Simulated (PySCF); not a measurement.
SMILES [SiH3]Oc1ccc(C=O)cc1 (GFN2-xTB optimised geometry):

```
18

O     -2.563    -3.101     0.001
C     -1.361    -3.003     0.000
C     -0.610    -1.748     0.000
C     -1.288    -0.527     0.000
C     -0.595     0.663     0.000
C      0.800     0.658     0.000
O      1.524     1.783     0.001
Si     1.163     3.376     0.013
C      1.484    -0.561     0.000
C      0.786    -1.748     0.000
H     -0.717    -3.906     0.001
H     -2.368    -0.539     0.000
H     -1.114     1.609     0.000
H      0.403     3.715     1.217
H      2.515     3.906     0.004
H      0.383     3.731    -1.173
H      2.563    -0.547     0.000
H      1.320    -2.687     0.000
```

Method: CAM-B3LYP/def2-SVP in PySCF 2.14.0.

Q: What are the frontier orbital energies and the dipole moment?

A: HOMO-2 -9.05 eV, HOMO-1 -8.72 eV, HOMO -8.14 eV, LUMO -0.40 eV, LUMO+1 0.68 eV; dipole moment 3.40 D.

On the same geometry PBE/def2-SVP run with PySCF gives HOMO-2 -6.79 eV, HOMO-1 -6.02 eV, HOMO -5.53 eV, LUMO -2.41 eV, LUMO+1 -1.42 eV; dipole moment 3.61 D.

Meta-Löwdin charges at CAM-B3LYP/def2-SVP: O1 -0.39, C2 0.27, C3 -0.06, C4 -0.06, C5 -0.16, C6 0.25, O7 -0.55, Si8 0.77, C9 -0.14, C10 -0.08, H11 0.05, H12 0.12, H13 0.11, H14 -0.12, H15 -0.10, H16 -0.12, H17 0.12, H18 0.11.
